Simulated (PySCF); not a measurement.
**Dipole response of Se⁺ (selenium, charge +1)**

[Ar] 3d10 4s2 4p3, high-spin 4S determinant. Calculation: PySCF 2.14, in x2c-QZVPPall with one added diffuse shell each of s, p, d, f type (12s9p6d5f1g, 113 functions); the spin-free X2C one-electron Hamiltonian (Gaussian nucleus). Coupled (time-dependent) response in atomic units; α is the mean over directions.

| method | mean α (bohr³) | C₆ (like pair) | S(−4) |
| --- | --- | --- | --- |
| UHF | 14.11 | 87.52 | 47.40 |
| PBE | 14.33 | 88.82 | 50.54 |
| PBE0 | 14.11 | 87.27 | 47.91 |

S(−4) is the Cauchy moment in α(ω) = α(0) + S(−4) ω² + …

α(iu) at PBE0:

```json
{"u (hartree)": "0", "α(iu) (bohr³)": "14.11"}
{"u (hartree)": "0.0500", "α(iu) (bohr³)": "14.00"}
{"u (hartree)": "0.100", "α(iu) (bohr³)": "13.65"}
{"u (hartree)": "0.200", "α(iu) (bohr³)": "12.46"}
{"u (hartree)": "0.300", "α(iu) (bohr³)": "10.91"}
{"u (hartree)": "0.500", "α(iu) (bohr³)": "7.929"}
{"u (hartree)": "0.750", "α(iu) (bohr³)": "5.308"}
{"u (hartree)": "1.00", "α(iu) (bohr³)": "3.718"}
{"u (hartree)": "1.50", "α(iu) (bohr³)": "2.113"}
{"u (hartree)": "2.00", "α(iu) (bohr³)": "1.390"}
{"u (hartree)": "3.00", "α(iu) (bohr³)": "0.7750"}
{"u (hartree)": "5.00", "α(iu) (bohr³)": "0.3794"}
```

For an ion, C₆ is the dispersion term alone; charge-induced terms of lower order in 1/R come first.
